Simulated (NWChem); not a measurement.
Species: C₂H₃NO₂Si; SMILES O=C1N=C[SiH2]O1

```xyz
9

O     -0.3683    -2.2528     0.0000
C     -0.1046    -1.0953     0.0000
N      1.2513    -0.6017     0.0000
C      1.3354     0.6721     0.0000
Si    -0.3984     1.4437     0.0000
O     -1.0517    -0.1189     0.0000
H      2.3336     1.1320     0.0000
H     -0.7702     2.1904    -1.2292
H     -0.7702     2.1904     1.2292
```
Atoms are numbered in this order, from 1.

All runs: NWChem. Geometry: optimised at PBE0/def2-SVP.

### Question
What does the run give for PW6B95/def2-SVP? Quantities: highest occupied level (eV); orbital gap (eV); dipole (D).

### Answer
```
Property                     Value
---------------------------  -----
highest occupied level (eV)  -8.21
orbital gap (eV)              5.93
dipole (D)                    5.23
```
